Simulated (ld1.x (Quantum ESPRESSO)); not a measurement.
# Which change was made? (Ag, TM)

* Element: silver (Ag)
* Generator: ld1.x (Quantum ESPRESSO) 7.5
* Type: norm-conserving Troullier–Martins (Kleinman–Bylander form)
* Functional: PBE
* Relativity: fully relativistic
* Frozen core: [Ar] 3d10
* Valence charge: 19
* Reference configuration: 4s2 4p6 4d10 5s0 5p1
* Partial waves: 4p (bound): rc 1.70 bohr; 4d (bound): rc 1.45 bohr; 4s (bound): rc 1.15 bohr
* Local potential: the s channel
* Core correction: none

Open shells are filled in proportion to 2j + 1 (rel_dist='average').

Occupied shells without a wave of their own: 5p. They enter only through the test configuration that unscreens the potential.

Cutoffs, loose and tight: the cutoffs (Ry, on a coarse ladder) from which the occupation-weighted sum of valence levels, in a spherical-Bessel basis at the reference potential, stays within 10 and 1 mRy of its value at 400 Ry. They do not see the model core or the augmentation charge, which bear on the density cutoff. Test errors are all-electron minus pseudo excitation energies from the reference, over the configurations 4s2 4p6 4d10 5s1 5p0; 4s2 4p6 4d10 5s0 5p0; 4s2 4p6 4d9 5s0 5p0; 4s2 4p5 4d10 5s1 5p0; 4s2 4p6 4d10 5s0.5 5p0; 4s2 4p6 4d9 5s1 5p0; 4s2 4p6 4d7 5s0 5p0; variants that change the core or the reference have their own tests.

The base gives: outcome: generated; cutoff, loose: 110 Ry; cutoff, tight: 200 Ry; bound ghosts: none; largest test error (meV): -846.

(1) After one change the result is: outcome: generated, misses its reference levels by 0.15 eV; cutoff, loose: 200 Ry; cutoff, tight: 300 Ry; bound ghosts: none; largest test error (meV): -1030. Which change was it?
A. wave 4s (bound): rc 1.15 bohr becomes 4s (bound): rc 1.56 bohr
B. wave 4s (bound): rc 1.15 bohr becomes 4s (bound): rc 0.82 bohr
C. wave 4s (bound): rc 1.15 bohr becomes 4s (bound): rc 0.94 bohr
D. wave 4s (bound): rc 1.15 bohr becomes 4s (bound): rc 1.32 bohr

Answers

(1) B. The others give: wave 4s (bound): rc 1.15 bohr becomes 4s (bound): rc 0.94 bohr → outcome: generated, misses its reference levels by 0.16 eV; cutoff, loose: 140 Ry; cutoff, tight: 260 Ry; bound ghosts: none; largest test error (meV): -1121 | wave 4s (bound): rc 1.15 bohr becomes 4s (bound): rc 1.32 bohr → outcome: generated, misses its reference levels by 0.16 eV; cutoff, loose: 90 Ry; cutoff, tight: 140 Ry; bound ghosts: none; largest test error (meV): -1106 | wave 4s (bound): rc 1.15 bohr becomes 4s (bound): rc 1.56 bohr → outcome: generated, misses its reference levels by 0.33 eV; bound ghosts: s (extra level of the local part); largest test error (meV): +2707.
